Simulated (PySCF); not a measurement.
SMILES C[C](C)(C)[Al]([F])[F] (C₄H₉AlF₂) (GFN2-xTB optimised geometry):

```
16

Al    -1.371     0.010     0.000
F     -2.229     1.422     0.000
F     -2.230    -1.400     0.026
C      0.659     0.010     0.000
C      1.224     0.068     1.426
C      1.140    -1.279    -0.672
C      1.143     1.242    -0.771
H      2.315     0.071     1.393
H      0.903    -0.795     2.008
H      0.896     0.971     1.939
H      0.713    -2.151    -0.177
H      0.842    -1.306    -1.720
H      2.227    -1.353    -0.619
H      0.850     1.186    -1.819
H      0.716     2.151    -0.348
H      2.230     1.320    -0.719
```

Calculation: PBE0/def2-TZVP (PySCF).

What are the frontier orbital energies and the dipole moment?

HOMO-2 -9.55 eV, HOMO-1 -9.51 eV, HOMO -7.70 eV, LUMO -0.69 eV, LUMO+1 -0.37 eV; dipole moment 2.21 D.

On the same geometry PBE/def2-TZVP (PySCF) gives HOMO-2 -8.18 eV, HOMO-1 -8.15 eV, HOMO -6.50 eV, LUMO -1.55 eV, LUMO+1 -1.17 eV; dipole moment 2.17 D.

Meta-Löwdin charges at PBE0/def2-TZVP: Al1 1.27, F2 -0.54, F3 -0.54, C4 -0.17, C5 -0.34, C6 -0.34, C7 -0.34, H8 0.11, H9 0.11, H10 0.11, H11 0.12, H12 0.11, H13 0.11, H14 0.11, H15 0.12, H16 0.11.
